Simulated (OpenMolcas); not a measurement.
# Ba: CASPT2 settings compared

```json
{
 "Program": "OpenMolcas 26.06",
 "Basis": "ANO-RCC-VQZP [9s8p5d3f2g]",
 "Scalar Hamiltonian": "DKH2, point nucleus",
 "Active space": "2 electrons in 4 orbitals (6s 6p)",
 "State averaging": "2S+1 = 3 even, 3 roots (0 in the spin-orbit step); 2S+1 = 1 even, 1 root kept (CI in the orbitals of an earlier block); 2S+1 = 3 odd, 3 roots; 2S+1 = 1 odd, 3 roots kept (CI in the orbitals of an earlier block, 0 in the spin-orbit step)",
 "Spin-orbit coupling": "RASSI with atomic mean-field integrals over the reference wave functions, term energies averaged over their components"
}
```

Methods on the same reference wave functions:
A. CASSCF
B. SS-CASPT2, IPEA 0.3 Eh, sigma2 regulariser 0.3 Eh (closed shells correlated: 5s 5p)
C. SS-CASPT2, IPEA 0.3 Eh, imaginary shift 0.1 Eh (closed shells correlated: 5s 5p)
D. SS-CASPT2, IPEA 0 Eh, sigma2 regulariser 0.5 Eh (closed shells correlated: 5s 5p)

Energies in cm-1 above 6s2 1S0, the measured ground level; measured values from NIST Handbook of Basic Atomic Spectroscopic Data.

| Level | A | B | C | D | Measured |
| --- | --- | --- | --- | --- | --- |
| 6s2 1S0 | 0.0 | 0.0 | 0.0 | 0.0 | 0.0 |
| 6s 6p 3P* 0 | 10019 | 11537 | 11526 | 11375 | 12266 |
| 6s 6p 3P* 1 | 10312 | 11829 | 11819 | 11667 | 12637 |
| 6s 6p 3P* 2 | 10897 | 12414 | 12404 | 12252 | 13515 |

Deviations, from unrounded energies. A percentage is the sum of absolute deviations over the sum of measured energies, with the sign that they share, or ± where signs differ.

```csv
Against measurement,Levels,A,B,C,D
mean absolute deviation (cm-1),3,2400,880,890,1000
other configurations (%),3,-18.7,-6.9,-6.9,-8.1
```

B, C lie about equally close to measurement and A furthest from it. The largest miss of B in the table is 6s 6p 3P* 2, by -1100 cm-1. The ranking rests on the paired levels alone, and a cruder setting can come out closer through cancelling errors.

Among B to D the level of the table that moves most is 6s 6p 3P* 0, by 160 cm-1 (lowest in D, highest in B).

The lowest spin-free term lies below A's lowest term by 0.195 hartree in B, 0.195 hartree in C, 0.196 hartree in D.

Some high roots are left out of the spin-orbit mixing, which shifts the levels that they would mix with. Terms from blocks run as CI alone lack orbitals of their own. Measured partners are found by configuration, term and J. A level has none where our copy of the source lacks it or the pairing is in doubt (some pairs that miss far off the trend of their configuration count as doubtful), and it then counts in no deviation. Only configurations of the active space appear.

* marks odd parity.
